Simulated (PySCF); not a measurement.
# Energy of Eu+ (europium, charge +1) between two integer charges

The 6s alpha orbital of [Xe] 4f7 6s1 is emptied in steps (occupation f), with all orbitals relaxed, ending at [Xe] 4f7. Calculation: PySCF 2.14, in def2-TZVP with the def2 core potential (28 electrons) (10s7p5d4f1g, 93 functions); scalar relativity through the core potential. The exact energy is a straight line in f; departures are measured from the line between the end points of the same method.

| f | CAM-B3LYP (eV) |
| --- | --- |
| 1 | 0.000 |
| 0.9 | -0.092 |
| 0.7 | -0.215 |
| 0.5 | -0.257 |
| 0.3 | -0.216 |
| 0.1 | -0.094 |
| 0 | 0.000 |

```tsv
method	E(f=0) − E(f=1) (eV)	−ε at f=1 (eV)	−ε at f=0.5 (eV)
CAM-B3LYP	11.406	10.383	11.403
```

Orbital energy along the path (eV):

```json
{"f": "1", "CAM-B3LYP": "-10.383"}
{"f": "0.9", "CAM-B3LYP": "-10.587"}
{"f": "0.7", "CAM-B3LYP": "-10.995"}
{"f": "0.5", "CAM-B3LYP": "-11.403"}
{"f": "0.3", "CAM-B3LYP": "-11.812"}
{"f": "0.1", "CAM-B3LYP": "-12.233"}
{"f": "0", "CAM-B3LYP": "-12.458"}
```

Reference removal energy between the ground levels: 11.24 ± 0.006 eV (semi-empirical (NIST evaluation); NIST Atomic Spectra Database, ionization energies).
